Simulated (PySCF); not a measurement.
# Magnetic susceptibility: `InChI=1S/C8H11/c1-3-7(2)8-5-4-6-8/h1,8H,4-6H2,2H3/q+1`, charge +1

Molfile (atoms numbered from 1):
```
C8H11
     RDKit          3D

 19 19  0  0  0  0  0  0  0  0999 V2000
   -1.1101    2.5078   -0.5566 C   0  0  0  0  0  0  0  0  0  0  0  0
   -1.0773    1.3203   -0.3295 C   0  0  0  0  0  0  0  0  0  0  0  0
   -1.0506   -0.0417   -0.0600 C   0  0  0  0  0  0  0  0  0  0  0  0
   -2.2036   -0.8496   -0.4500 C   0  0  0  0  0  0  0  0  0  0  0  0
    0.1238   -0.6404    0.5146 C   0  0  0  0  0  0  0  0  0  0  0  0
    1.0588   -0.8606   -0.7668 C   0  0  0  0  0  0  0  0  0  0  0  0
    2.0523    0.1419   -0.1907 C   0  0  0  0  0  0  0  0  0  0  0  0
    1.2264    0.2455    1.1045 C   0  0  0  0  0  0  0  0  0  0  0  0
   -1.1455    3.5429   -0.7546 H   0  0  0  0  0  0  0  0  0  0  0  0
   -2.9649   -0.7270    0.3317 H   0  0  0  0  0  0  0  0  0  0  0  0
   -2.6696   -0.4971   -1.3707 H   0  0  0  0  0  0  0  0  0  0  0  0
   -1.9672   -1.9107   -0.5055 H   0  0  0  0  0  0  0  0  0  0  0  0
   -0.0860   -1.5737    1.0344 H   0  0  0  0  0  0  0  0  0  0  0  0
    1.3979   -1.8925   -0.7869 H   0  0  0  0  0  0  0  0  0  0  0  0
    0.6248   -0.6073   -1.7313 H   0  0  0  0  0  0  0  0  0  0  0  0
    2.1103    1.0714   -0.7498 H   0  0  0  0  0  0  0  0  0  0  0  0
    3.0544   -0.2548   -0.0555 H   0  0  0  0  0  0  0  0  0  0  0  0
    1.7076   -0.2161    1.9618 H   0  0  0  0  0  0  0  0  0  0  0  0
    0.9087    1.2509    1.3687 H   0  0  0  0  0  0  0  0  0  0  0  0
  1  2  3  0
  2  3  1  0
  3  4  1  0
  3  5  1  0
  5  6  1  0
  6  7  1  0
  7  8  1  0
  8  5  1  0
  1  9  1  0
  4 10  1  0
  4 11  1  0
  4 12  1  0
  5 13  1  0
  6 14  1  0
  6 15  1  0
  7 16  1  0
  7 17  1  0
  8 18  1  0
  8 19  1  0
M  CHG  1   3   1
M  END
```

Method: PySCF 2.14.0, GIAO B3LYP/pcSseg-1 magnetisability, rotational g tensor and spin-rotation constants, non-relativistic, gas phase. Geometry: GFN2-xTB.

For an ion the centre-of-mass motion in the field is neglected.

(1) How diamagnetic is it, and how anisotropic?

(2) Split it along the inertial axes a, b, c into diamagnetic and paramagnetic parts about the centre of mass, with the quadrupole moment.

(3) And the rotational g tensor?

Results:

(1) Isotropic -1132 × 10⁻³⁰ J/T², or -68.2 × 10⁻⁶ cm³/mol; principal values -1370, -1194, -832 × 10⁻³⁰ J/T², anisotropy 476 × 10⁻³⁰ J/T² (root of half the summed squared differences of the principal values). The susceptibility is in cgs units.

(2) 
```tsv
axis	χ (10⁻⁶ cm³/mol)	diamagnetic (10⁻⁶ cm³/mol)	paramagnetic (10⁻⁶ cm³/mol)	summed x² of all electrons (Å²)	quadrupole Θ (D Å)
a	-63.3	-525.6	462.2	144.7	+6.37
b	-62.3	-765.8	703.5	88.1	+7.47
c	-78.9	-987.4	908.5	35.8	-13.84
```
Anisotropies 2χaa − χbb − χcc = +14.5 and 2χbb − χaa − χcc = +17.6 × 10⁻⁶ cm³/mol. Θ is traceless in Buckingham's convention.

(3) 
| axis | rotational constant (GHz) | g | nuclear part | electronic part |
| --- | --- | --- | --- | --- |
| a | 2.9006 | -0.0047 | 0.6251 | -0.6299 |
| b | 1.8243 | -0.0044 | 0.5985 | -0.6029 |
| c | 1.3636 | +0.0154 | 0.5974 | -0.5820 |

Asymmetric top; isotopes 12C, 1H; no vibrational averaging.
